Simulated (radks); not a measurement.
Isoelectronic series with 1 electrons, each ion in its NIST ground configuration. Calculated with a radial shooting solver on a logarithmic mesh with Libxc functionals: scalar-relativistic Kohn-Sham, r2SCAN, spin-polarised, spherical densities, finite nucleus; open shells are filled with parallel spins first (spin-orbit coupling, left out, can overturn this in heavy ions); meta-GGA in the generalised Kohn-Sham scheme; Fermi nuclear charge, rms radius of each element as measured or else 0.836 A^(1/3) + 0.57 fm. Total energies (hartree) and orbital eigenvalues (eV) (* marks an orbital that is empty in some or all of the ions):

ion    configuration  E (hartree)     2s up*      1s up
Mo41+            1s1   -903.78393  -5901.978  -24348.43
Tc42+            1s1   -948.49019  -6202.810  -25558.67
Ru43+            1s1   -994.36364  -6511.865  -26800.64
Rh44+            1s1  -1041.41492  -6829.225  -28074.63
Pd45+            1s1  -1089.65226  -7154.968  -29380.86
Ag46+            1s1  -1139.08616  -7489.178  -30719.60
Cd47+            1s1  -1189.72513  -7831.938  -32091.10
In48+            1s1  -1241.58188  -8183.344  -33495.70
Sn49+            1s1  -1294.66518  -8543.482  -34933.63
